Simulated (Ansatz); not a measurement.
Ge₃N₃F₆H₃⁺, that is cyclo-(F2GeNH)3 with one electron fewer. Total charge 1; doublet. Geometry PBE-D4/def2-SVP, that of the neutral singlet; atoms count from 1.

```xyz
15

Ge    0.399   -1.368   -1.245
F     0.604   -3.080   -1.001
F     0.658   -1.226   -2.961
N    -1.277   -0.838   -0.796
Ge   -1.801    0.449    0.368
F    -2.868   -0.201    1.581
F    -2.830    1.618   -0.411
N    -0.362    1.253    1.124
Ge    1.403    0.919    0.877
F     2.197    0.562    2.384
F     2.241    2.360    0.373
N     1.638   -0.432   -0.309
H    -2.036   -1.327   -1.282
H    -0.578    2.017    1.774
H     2.612   -0.705   -0.476
```

Problem. Estimate the Mulliken populations from the PBE0/def2-SVP orbitals of Ansatz.

Solution. 
```csv
atom,charge (e),spin (α − β)
Ge1,1.20,-0.02
F2,-0.31,0.03
F3,-0.31,0.03
N4,-0.52,0.26
Ge5,1.18,-0.06
F6,-0.31,0.01
F7,-0.32,0.01
N8,-0.42,0.58
Ge9,1.18,-0.06
F10,-0.32,0.01
F11,-0.32,0.01
N12,-0.52,0.25
H13,0.26,-0.01
H14,0.27,-0.02
H15,0.26,-0.01
```
Mulliken values and Mayer orders depend strongly on the basis.

Problem. Where does the spin sit?

Solution. Summed by element: Ge -0.14, F 0.08, N 1.09, H -0.04, of 1 unpaired in all. Largest on single atoms: N8 0.58, N4 0.26, N12 0.25.

Problem. And the Mayer bond orders between bonded heavy atoms (over 0.3)?

Solution. Ge1–F2 1.04 (1.74 Å); Ge1–F3 1.04 (1.74 Å); Ge1–N4 0.91 (1.81 Å); Ge1–N12 0.91 (1.81 Å); N4–Ge5 0.99 (1.81 Å); Ge5–F6 1.05 (1.74 Å); Ge5–F7 1.05 (1.74 Å); Ge5–N8 0.87 (1.81 Å); N8–Ge9 0.87 (1.81 Å); Ge9–F10 1.05 (1.74 Å); Ge9–F11 1.05 (1.74 Å); Ge9–N12 0.99 (1.81 Å).
